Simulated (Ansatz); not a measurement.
`CSB(F)Cl` + H–F → `CSB(F)F` + HCl at 600 K and 1 bar (ligand exchange at a B–Cl bond).

Computed with Ansatz on PBE0-D4/def2-TZVP structures; ΔE is electronic, products minus reactants. CCSD(T)/CBS adds triple-zeta CCSD(T) − MP2 to the extrapolated MP2 energy (def2 sets, frozen cores). This one scheme is used for every species. One conformer a species, not always the lowest.

```csv
species,CCSD(T)/CBS energy (Eh),H − E (kJ/mol),S (J/(mol·K))
`CSB(F)Cl`,-1022.12842,176.9,417.8
H–F,-100.39570,42.3,194.0
`CSB(F)F`,-662.16308,179.3,404.3
HCl,-460.38127,35.4,207.2
```

H − E and S are ideal-gas, rigid-rotor, harmonic terms from PBE0-D4/def2-TZVP, for one conformer and one mirror image of each species. 1 Eh = 2625.50 kJ/mol, R = 8.31446 J/(mol·K).

Task: By hand: ΔE, ΔH, ΔS and ΔG.

Result: ΔE = (-662.16308) + (-460.38127) − (-1022.12842) − (-100.39570) = -0.02023 Eh = -53.1 kJ/mol. Δ(H − E) = 179.3 + 35.4 − 176.9 − 42.3 = -4.5, so ΔH = -57.6 kJ/mol. ΔS = 404.3 + 207.2 − 417.8 − 194.0 = -0.3 J/(mol·K). ΔG = -57.6 − 600 × (-0.3)/1000 = -57.4 kJ/mol.

Task: By hand: the equilibrium constant, and the temperature at which ΔG would vanish if ΔH and ΔS stayed fixed.

Result: log₁₀ K = −ΔG/(RT ln 10) = 5.0. ΔG = 0 at ΔH/ΔS = 192000 K, far beyond where these terms or the molecules hold.

The number of gas molecules stays the same, so ΔS is small and ΔH decides. A doubt of 5 kJ/mol in ΔE shifts log₁₀ K by 0.4 here. Other conformers and mirror images would add mixing entropy, several J/(mol·K) or more a flexible species. These are equilibria of isolated gas molecules and say nothing of rates. Largest T1 diagnostic: 0.012 (customary marks: 0.02 for closed shells, 0.045 for open ones).
